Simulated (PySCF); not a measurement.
Compound: cis-Hf(NH3)2Cl4 (singlet state).
SMILES: `[NH3]->[Hf](<-[NH3])([Cl])([Cl])([Cl])[Cl]`

A linear-response calculation (PySCF, def2-SVPD basis, gas phase, vertical, core orbitals frozen in the response) gave these numbers; the functional is withheld.

Orbital energies (eV): HOMO-3 -10.10, HOMO-2 -10.03, HOMO-1 -9.90, HOMO -9.82, LUMO -0.55, LUMO+1 -0.46, LUMO+2 -0.29.

| state | E (eV) | f | main configurations (H = HOMO, L = LUMO) |
| --- | --- | --- | --- |
| S1 | 5.85 | 0.0000 | H→L (92%) |
| S2 | 5.94 | 0.0002 | H-1→L (89%) |
| S3 | 5.97 | 0.0001 | H-1→L+1 (57%), H-2→L (23%), H→L+2 (10%) |
| S4 | 6.10 | 0.014 | H→L+1 (77%), H-1→L+2 (11%) |
| S5 | 6.12 | 0.0021 | H→L+2 (63%), H-1→L+1 (27%) |
| S6 | 6.15 | 0.0063 | H-2→L+1 (80%), H-4→L+1 (10%) |

Triplets (Tamm–Dancoff): T1 5.67 eV, H→L+1 (79%), H-1→L+2 (17%); T2 5.70 eV, H-2→L (36%), H-1→L+1 (28%), H→L+2 (17%); T3 5.77 eV, H→L (88%); T4 5.79 eV, H-1→L+1 (36%), H-2→L (28%), H→L+2 (16%).

Vertical ionisation energy by ΔSCF with the same functional: 10.59 eV. Mean static polarisability: 119.8 au.

Orbitals of the list HOMO-3 to LUMO+2 that lie within 0.01 eV of each other are written together with a slash and their weights summed (≥ marks a lower bound); for degenerate orbitals outside that list single weights are arbitrary.

**Question.** Which of these was used?
A. PBE
B. B3LYP
C. CAM-B3LYP
D. HF

**Answer.** C. CAM-B3LYP is range-separated, 19% exact exchange at short range and 65% at long range (ω = 0.33 bohr⁻¹). In this run −ε(HOMO) = 9.82 eV differs from the ΔSCF value by -0.77 eV, and S1 differs from the orbital gap of 9.27 eV by -3.42 eV. The ratio −ε(HOMO)/IP is 0.93. Usual ranges for neutral molecules in this basis: 0.85 to 0.93 with CAM-B3LYP, 0.5 to 0.7 with PBE, 0.67 to 0.83 with B3LYP; Hartree–Fock can't fall below 1, since the ion's relaxation only lowers the ΔSCF value.

Theory: TDDFT CAM-B3LYP/def2-SVPD, vertical, gas phase, core orbitals frozen in the response, def2 core potentials past Kr (PySCF 2.14.0, density-fitted response routines). Geometry: PBE0-D3(BJ)/def2-SVP; no solvent, vibrations or thermal averaging. Spin–orbit coupling is left out.

The run took 15 min of wall time (with the writing of density and orbital grids) on one thread, Intel Xeon at 2.50 GHz (x86_64), shared host with 64 logical CPUs at a one-minute load of 57, and the process peaked at 1.5 GiB of memory.
